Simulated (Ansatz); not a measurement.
`[CH3][GeH2][S]S` + `[SiH3]P` → `[CH3][GeH2][SiH2]P` + `SS`  (formal exchange of groups at a Ge–S bond)

Calculated with Ansatz (gas phase, PBE0-D4/def2-TZVP geometries, no zero-point term in ΔE). CCSD(T)/CBS adds triple-zeta CCSD(T) − MP2 to the extrapolated MP2 energy (def2 sets, frozen cores). This one scheme is used for every species. Functionals use def2-TZVPP. B3LYP here is the variant with VWN-RPA as its local correlation; programs differ in this. For Ge outer-core shells are correlated without core-valence functions, which leaves a few kJ/mol of doubt a bond. Scalar relativity is left out up to krypton. Each species was taken in one conformer, which may not be the lowest.

(1) Is it downhill or uphill in electronic energy at CCSD(T)/CBS, and by how much? (Estimate.)

(2) What do these levels give: r2SCAN-D4, B3LYP-D4, B2PLYP, PBE0, HF/def2-QZVPP, MP2/CBS(def2)? (Best estimate.)

Largest T1 diagnostic among the species: 0.013.

Results:

(1) Ansatz gave: Uphill: ΔE = +34.7 kJ/mol.

(2) Computed: r2SCAN-D4 34.1, B3LYP-D4 35.6, B2PLYP 37.8, PBE0 30.0, HF/def2-QZVPP 44.8, MP2/CBS(def2) 40.5 kJ/mol.

In def2-TZVPP, CCSD(T) changes the Hartree–Fock value by −9.9 kJ/mol (the triples alone add +0.5 kJ/mol) and MP2 by −4.1 kJ/mol.
